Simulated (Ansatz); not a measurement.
`[CH3][GeH]([F])[Br]` + H₂ → `[CH3][GeH2][F]` + HBr  (hydrogenolysis of a Ge–Br bond)

Calculated with Ansatz (gas phase, PBE0-D4/def2-TZVP geometries, no zero-point term in ΔE). CCSD(T)/CBS adds triple-zeta CCSD(T) − MP2 to the extrapolated MP2 energy (def2 sets, frozen cores). This one scheme is used for every species. Functionals use def2-TZVPP. For Br, Ge outer-core shells are correlated without core-valence functions, which leaves a few kJ/mol of doubt a bond. Scalar relativity is left out up to krypton.

`[CH3][GeH]([F])[Br]`:

```xyz
8

C    -1.049    0.193    0.207
Ge    0.846    0.013   -0.102
F     1.525   -0.778    1.286
Br    1.232   -1.389   -1.880
H    -1.525    0.650   -0.661
H    -1.478   -0.795    0.374
H    -1.218    0.816    1.086
H     1.667    1.290   -0.309
```

H₂:

Z-matrix (Å, degrees):
```
H
H 1 0.746
```

`[CH3][GeH2][F]`:

Z-matrix (Å, degrees):
```
C
Ge 1 1.936
H 1 1.090 2 109.9
H 1 1.092 2 110.2 3 120.0
H 1 1.090 2 109.9 3 -120.0
F 2 1.748 1 106.4 3 59.8
H 2 1.538 1 113.5 3 175.4
H 2 1.538 1 113.5 3 -55.8
```

HBr:

```xyz
2

Br    0.529    0.454    0.136
H    -0.529   -0.454   -0.136
```

CCSD(T)/CBS gives +73.5 kJ/mol.

Task: Another level gave +75.5 kJ/mol. Which?
A. PBE-D4/def2-TZVPP
B. MP2/def2-TZVPP
C. B97M-V/def2-TZVPP
D. CAM-B3LYP/def2-TZVPP

Result: A. PBE-D4 75.5, B97M-V 67.6, MP2/def2-TZVPP 79.7, CAM-B3LYP 62.6 kJ/mol.

Largest T1 diagnostic among the species: 0.011.

At CCSD(T), def2-SVP lies −15.6 kJ/mol from the extrapolated value and def2-TZVPP −3.3 kJ/mol. Leaving LDA and LC-ωPBE aside and taking each functional with its dispersion term where it has one, the values, not all of them listed here, spread over 11.2 kJ/mol, from CAM-B3LYP-D4 to r2SCAN-D4. LDA lies −3.2 kJ/mol from PBE without D4.
